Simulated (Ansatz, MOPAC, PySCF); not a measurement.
Isomers of H3NOSi. Gas-phase values, no solvent. One relaxed conformer stands for each flexible species; it need not be the lowest. Strings in code marks are SMILES.

Quantity: electronic energy of isomers of H3NOSi relative to `N[SiH]=O`, in kcal/mol. Semi-empirical values (MOPAC) are differences of heats of formation.

Level 1: frozen-core CCSD(T) with HF/cc-pVQZ and the correlation energy extrapolated as X^-3 from cc-pVTZ and cc-pVQZ // PBE0-D3(BJ)/def2-TZVP (Ansatz, an electronic-structure program)
Level 2: B3LYP/3-21G // PBE0-D3(BJ)/def2-TZVP (PySCF)
Level 3: M06-2X/6-31G* // PBE0-D3(BJ)/def2-TZVP (PySCF)
Level 4: AM1 // PBE0-D3(BJ)/def2-TZVP (MOPAC)

```json
[
 {"species": "`[H]/N=[SiH]\\O` (N–Si–O–H torsion 0°)", "level 2": "19.5", "level 3": "16.3", "level 4": "8.36"}
]
```

Problem. What does level 1 give for each?

Solution. 
- `[H]/N=[SiH]\O` (N–Si–O–H torsion 0°): 13.8
